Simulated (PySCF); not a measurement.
C₆H₁₀. Atoms are numbered in the order given.

```xyz
16

C      2.2289     0.2947    -0.0411
C      0.7437     0.1555    -0.0446
C     -0.1693     1.0901    -0.3668
C     -1.5761     0.5541    -0.3200
C     -1.4117    -0.7706     0.4567
C      0.0674    -1.1615     0.2714
H      2.5469     1.3084    -0.3264
H      2.6477     0.0683     0.9555
H      2.6947    -0.4220    -0.7411
H      0.0759     2.1097    -0.6824
H     -1.9596     0.3837    -1.3465
H     -2.2936     1.2423     0.1602
H     -2.1148    -1.5547     0.1348
H     -1.6011    -0.5832     1.5270
H      0.4964    -1.6614     1.1583
H      0.2102    -1.8657    -0.5735
```
Charge 0, spin multiplicity 1.

The structure is a stationary point at r2SCAN-D4/def2-SVP. The values are those of a single conformer.

Calculation: B3LYP/pcSseg-1 (PySCF).

GIAO shieldings, no solvent; atoms listed in one row are averaged. δ = σ(ref) − σ: ¹³C against TMS (σ = 181.3 ppm); ¹H against TMS (σ = 31.68 ppm), references at their B3LYP-D3(BJ)/def2-TZVP geometries, non-relativistic.

Computed chemical shifts:
```tsv
nucleus	atoms	count	δ (ppm)
¹³C	C2	1	153.8
¹³C	C3	1	136.9
¹³C	C6	1	43.1
¹³C	C4	1	39.4
¹³C	C5	1	31.2
¹³C	C1	1	21.7
¹H	H10	1	5.86
¹H	H11	1	2.72
¹H	H12	1	2.57
¹H	H16	1	2.57
¹H	H15	1	2.34
¹H	H13	1	2.16
¹H	H7, H8, H9	3	2.14
¹H	H14	1	2.06
```
